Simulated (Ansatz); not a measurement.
Cost and result for the atomization energy of `FC1(I)CC1` (9 atoms, 9 bonds).

```xyz
9

F    -0.170    1.871   -0.249
C    -0.032    0.549   -0.508
I     0.088    0.186   -2.588
C    -0.742   -0.389    0.387
C     0.769   -0.243    0.449
H    -1.320    0.066    1.183
H    -1.158   -1.296   -0.031
H     1.183    0.307    1.285
H     1.382   -1.051    0.073
```

Charge 0, multiplicity 1. Correlated methods include outer-core shells of I, which these sets cover unevenly. I: def2 effective core potential. The structure was optimised at the PBE0-D4/def2-TZVP level. Program: Ansatz. All runs use 4 threads of an Arm Neoverse V1 on a shared host. Times are those of one run each, without the atoms' runs, and a repeat can differ threefold. Electronic energies, without spin–orbit coupling; frozen cores. CCSD(T)/CBS adds CCSD(T) − MP2 in def2-TZVPP to the MP2 limit, and its time is that of the two runs behind it. T1 = 0.010. With those shells the extrapolation isn't a true limit. B3LYP takes the VWN-RPA correlation (the form of Gaussian; ORCA's B3LYP/G). HSE06 is the plane-wave form, built on full-range PBE exchange.

CCSD(T)/CBS is a level of theory with its own doubt, some kJ/mol a heavy atom from the limit and from the frozen cores, so smaller differences don't rank the functionals.

```
                             level  functions  wall time
            LDA (SPW92)/def2-TZVPP        230      1.1 s
   PBE-D4/def2-TZVPP (with forces)        230      2.3 s
                PBE0-D4/def2-TZVPP        230      2.7 s
               HSE06-D4/def2-TZVPP        230      2.9 s
           CAM-B3LYP-D4/def2-TZVPP        230      3.1 s
               BHLYP-D4/def2-TZVPP        230      3.8 s
 B3LYP-D4/def2-TZVPP (with forces)        230      4.1 s
r2SCAN-D4/def2-TZVPP (with forces)        230      4.3 s
               PBE-QIDH/def2-TZVPP        230      5.5 s
                  CCSD(T)/def2-SVP        102        8 s
                    MP2/def2-QZVPP        430       19 s
                CCSD(T)/def2-TZVPP        230    3.4 min
                 CCSD(T)/CBS(def2)          –    3.7 min
```

(1) What atomization energy does each give, and how far from CCSD(T)/CBS? (An estimate is asked.)

## Answers

(1) Computed: 
```tsv
level	atomization (kJ/mol)	difference from CCSD(T)/CBS	per bond
LDA (SPW92)/def2-TZVPP	4008.2	600.0	66.7
PBE-D4/def2-TZVPP (with forces)	3537.4	129.2	14.4
PBE0-D4/def2-TZVPP	3455.3	47.1	5.2
HSE06-D4/def2-TZVPP	3458.1	49.9	5.6
CAM-B3LYP-D4/def2-TZVPP	3412.7	4.5	0.5
BHLYP-D4/def2-TZVPP	3271.8	-136.4	-15.1
B3LYP-D4/def2-TZVPP (with forces)	3395.5	-12.7	-1.4
r2SCAN-D4/def2-TZVPP (with forces)	3430.4	22.2	2.5
PBE-QIDH/def2-TZVPP	3414.9	6.7	0.8
CCSD(T)/def2-SVP	3242.3	-165.9	-18.4
MP2/def2-QZVPP	3467.6	59.4	6.6
CCSD(T)/def2-TZVPP	3316.2	-92.0	-10.2
CCSD(T)/CBS(def2)	3408.2	0.0	0.0
```

From PBE to PBE0 (25 % exact exchange), in def2-TZVPP and without D4, the atomization energy moves by −78.9 kJ/mol: exact exchange takes away binding that semilocal exchange gives to molecules. In def2-TZVPP, CCSD(T) changes the Hartree–Fock value by +903.2 kJ/mol (the triples alone add +65.6 kJ/mol) and MP2 by +1000.5 kJ/mol; breaking electron pairs costs correlation energy, which Hartree–Fock lacks. The D4 term adds +32.4 kJ/mol with B3LYP and +16.7 kJ/mol with PBE0; it sums over pairs of atoms, weighted by their polarisabilities, and B3LYP, whose exchange is more repulsive, gets the larger term.

Spin–orbit coupling would lower the free I atoms strongly, and the atomization energy with them, by more than many differences here.
